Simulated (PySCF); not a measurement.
Input of a run (PBE0-D3(BJ)/def2-SVP geometry optimisation, gas phase, def2 core potentials past Kr (PySCF 2.14.0)), started from GFN2-xTB:
```
{"job": {"xc": "PBE0", "basis": "def2-SVP", "d3": "d3bj", "grid": 1, "maxiter": 40, "kind": "geom"}, "charge": -1, "multiplicity": 1}
W      0.200180     0.342340     0.347180
O      0.176640     0.342280     2.064850
O      1.776920     0.224740    -0.331160
O     -0.684000     1.634470    -0.366360
O     -0.744550    -1.312680    -0.372800
H     -0.725190    -1.231150    -1.341710
```

Output (energies in Eh, forces in Eh/bohr):
```
step   0  E = -368.28091950  max force = 0.065664
step   1  E = -368.28697969  max force = 0.037670
step   2  E = -368.28974705  max force = 0.003382
step   3  E = -368.28997836  max force = 0.001710
step   4  E = -368.29011638  max force = 0.002301
step   5  E = -368.29012995  max force = 0.000534
step   6  E = -368.29013353  max force = 0.000251
optimisation converged
```

Q: Summarise the run.

A: The energy falls by 0.251 eV over 7 energy and gradient evaluations, the largest force component goes from 0.0657 to 2.5e-04 Eh/bohr, and the atoms move by 0.097 Å rms after alignment. The bond that changes most is W1–O5 (ends: tungsten bonded to 4 O; oxygen bonded to W and H), which shortens by 0.088 Å. Bonds longer at the end by more than 0.005 Å: 3 of 5; shorter: 2. Among the angles that change most is W1–O5–H6, from 105.9° to 115.6°. The energy never rose by more than 1e-6 Eh on the way. The first step brought 66 % of the lowering.

Q: What are the final bond lengths?

A: W1–O2 1.746 Å, W1–O3 1.747 Å, W1–O4 1.748 Å, W1–O5 1.949 Å, O5–H6 0.962 Å. Numbering counts from 1 in the input's order; the species is [WO3(OH)]- (`[O]=[W-](=[O])(=[O])[OH]`).

The run used 93 basis functions and 57 SCF cycles in all.

PBE0-D3(BJ)/def2-SVP frequencies: not computed here. The geometry's basis has no diffuse functions, a weakness for an anion.
